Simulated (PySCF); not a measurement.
## From computed data to an observable: oscillator strength and radiative lifetime

C2H7ClSi3, SMILES C1[SiH2][SiH2][Si@H](Cl)C=1.

Coordinates come from a PBE0-D3(BJ)/def2-SVP optimisation. The structure was generated by enumeration; whether it is a known compound was not checked.

PySCF with TDDFT-PBE/def2-SVPD puts the first singlet state with f over 0.02 at 5.74 eV (vertical), with the transition dipole (0.873, 0.177, 0.063) in atomic units.

### Question
Find the oscillator strength, the wavelength and the radiative lifetime that this transition would have in vacuum if emission retraced absorption.

### Answer

|μ|² = 0.7974 au, so |μ| = 2.27 D. ΔE = 5.74/27.211 = 0.2109 hartree. f = (2/3) ΔE |μ|² = 0.112 (the program prints 0.112).
λ = 1239.84/5.74 = 216 nm; ν = 46296 cm⁻¹.
Einstein's coefficient A = 0.6670 ν² f s⁻¹ (ν in cm⁻¹) = 1.6e8 s⁻¹, so τ = 1/A = 6.2 ns. This state is S6; the lower singlets have f = 0.001, 0.001, 0.005, 0.003, 0.002. The figure is the radiative limit of this one transition; relaxation, internal conversion, crossing to triplets and a medium change what is measured.
